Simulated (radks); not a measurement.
Valence configurations of Tm II (all share [Xe]). Calculated with a radial shooting solver on a logarithmic mesh with Libxc functionals: Dirac Kohn-Sham, LDA (Slater exchange, Perdew-Wang correlation), spin-unpolarised, spherical densities, finite nucleus; open shells are shared between the two j in proportion to 2j + 1; Fermi nuclear charge, rms radius 5.2256 fm. Energies are relative to 4f13 6s1; eigenvalues in eV.

| valence | E (eV) | e(4f5/2) | e(4f7/2) | e(5d3/2) | e(5d5/2) | e(6p1/2) |
|---|---|---|---|---|---|---|
| 4f13 6s1 | 0.000 | -10.725 | -9.525 | - | - | - |
| 4f12.5 6s1.5 | 1.093 | -14.813 | -13.577 | - | - | - |
| 4f13 5d0.5 6s0.5 | 1.333 | -9.930 | -8.730 | -6.509 | -6.238 | - |
| 4f14 | 1.933 | -4.596 | -3.466 | - | - | - |
| 4f13 5d1 | 2.732 | -9.232 | -8.033 | -6.054 | -5.799 | - |
| 4f13 6p1 | 3.800 | -12.156 | -10.954 | - | - | -6.729 |
| 4f12 6s2 | 3.942 | -19.360 | -18.087 | - | - | - |
| 4f12 5d0.5 6s1.5 | 4.687 | -18.213 | -16.941 | -9.213 | -8.814 | - |
| 4f12 5d1 6s1 | 5.570 | -17.155 | -15.884 | -8.537 | -8.161 | - |
| 4f11 6s1 6p2 | 25.998 | -32.233 | -30.885 | - | - | -9.252 |

NIST lists [Xe] 4f13 6s1 as the ground configuration; this level of theory agrees among the configurations tried. The energies are those of spherical spin-averaged densities, not of single terms.
